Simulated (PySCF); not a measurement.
PySCF 2.14 output of an unrestricted LDA calculation on a single atom or ion in def2-SVP with the def2 core potential (28 electrons) (5s3p2d1f, 31 functions), with a scalar-relativistic core potential:

```
SCF conv_tol = 1e-09
number electrons alpha = 10  beta = 7
    P. A. M. Dirac.,  Math. Proc. Cambridge Philos. Soc. 26, 376 (1930)
    F. Bloch.,  Z. Phys. 57, 545 (1929)
    S. H. Vosko, L. Wilk, and M. Nusair.,  Can. J. Phys. 58, 1200 (1980)
cycle= 1 E= -110.225353079661  delta_E= -0.00439  |g|= 0.138  |ddm|= 0.519
cycle= 2 E= -110.21636351281  delta_E= 0.00899  |g|= 0.18  |ddm|= 0.453
cycle= 3 E= -110.235779263221  delta_E= -0.0194  |g|= 0.00235  |ddm|= 0.266
cycle= 4 E= -110.235781794112  delta_E= -2.53e-06  |g|= 0.000396  |ddm|= 0.00218
cycle= 5 E= -110.23578188502  delta_E= -9.09e-08  |g|= 1.06e-06  |ddm|= 0.000522
cycle= 6 E= -110.23578188502  delta_E= -6.68e-13  |g|= 6.51e-08  |ddm|= 2.61e-06
converged SCF energy = -110.23578188502  <S^2> = 3.7501255  2S+1 = 4.0000627
```

The run itself started from symmetry-adapted Hartree-Fock orbitals and held the occupation by maximum overlap, on a logarithmic radial grid, so the iterations belong to that start.

**Question.** Which element, charge and spin multiplicity is this?

**Answer.** Rh (rhodium, neutral), multiplicity 4; the state was [Kr] 4d8 5s1, high-spin 4F determinant.

Energies and moments cover only the electrons outside the core potential.
